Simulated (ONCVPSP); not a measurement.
## Plane-wave convergence, ONCV potential for arsenic

| Property | Result |
| --- | --- |
| Element | arsenic (As) |
| Generator | ONCVPSP 4.0.1 |
| Type | optimised norm-conserving Vanderbilt (ONCV) |
| Functional | PBEsol |
| Relativity | fully relativistic |
| Frozen core | [Ar] 3d10 |
| Valence charge | 5 |
| Reference configuration | 4s2 4p3 |
| Partial waves | 4s: rc 1.75 bohr, ncon 4, nbas 7, qcut 4 1/bohr, 2 projectors, debl 3.4 Ha; 4p: rc 1.90 bohr, ncon 4, nbas 7, qcut 4.4 1/bohr, 2 projectors, debl 3.4 Ha; d scattering state at 0.03 Ha: rc 1.45 bohr, ncon 4, nbas 8, qcut 6.2 1/bohr, 1 projector |
| Local potential | polynomial inside 1.15 bohr (lpopt 5, dvloc0 2 Ha) |
| Core correction | Teter function, fcfact 4.5, rcfact 1.15 |

Open shells are filled in proportion to 2j + 1.

For each optimised wave give the share of its norm inside rc, the residual kinetic energy above qcut (Ha) and the cutoffs (Ha) for errors of 10, 1, 0.1 and 0.01 mHa per electron.

```json
{"wave": "4s", "norm inside rc": "0.448", "residual KE": "2.9e-03", "10 mHa": "6.2", "1 mHa": "15.1", "0.1 mHa": "35.7", "0.01 mHa": "42.5"}
{"wave": "s projector 2", "norm inside rc": "0.106", "residual KE": "3.0e-02", "10 mHa": "9.3", "1 mHa": "21.8", "0.1 mHa": "42.8", "0.01 mHa": "50.2"}
{"wave": "4p j=3/2", "norm inside rc": "0.296", "residual KE": "3.4e-04", "10 mHa": "2.4", "1 mHa": "7.8", "0.1 mHa": "18.5", "0.01 mHa": "37.4"}
{"wave": "p projector 2 j=3/2", "norm inside rc": "0.133", "residual KE": "1.0e-02", "10 mHa": "9.6", "1 mHa": "16.2", "0.1 mHa": "40.2", "0.01 mHa": "48.4"}
{"wave": "4p j=1/2", "norm inside rc": "0.314", "residual KE": "3.7e-04", "10 mHa": "2.5", "1 mHa": "7.9", "0.1 mHa": "19.8", "0.01 mHa": "38.0"}
{"wave": "p projector 2 j=1/2", "norm inside rc": "0.135", "residual KE": "1.1e-02", "10 mHa": "9.6", "1 mHa": "18.1", "0.1 mHa": "41.9", "0.01 mHa": "50.6"}
{"wave": "d projector 1 j=5/2", "norm inside rc": "0.000", "residual KE": "1.2e-04", "10 mHa": "0.1", "1 mHa": "1.4", "0.1 mHa": "20.2", "0.01 mHa": "98.0"}
{"wave": "d projector 1 j=3/2", "norm inside rc": "0.000", "residual KE": "1.1e-04", "10 mHa": "0.1", "1 mHa": "1.3", "0.1 mHa": "19.9", "0.01 mHa": "97.3"}
```

The occupied waves need 15 Ha and 36 Ha for 1 and 0.1 mHa. Rows with under 1 % of the norm inside rc give no meaningful cutoff. Note: no bound ghost flagged; GHOST(+) flagged for s at 115.0 eV, d3/2 at 558.5 eV, d5/2 at 568.4 eV.
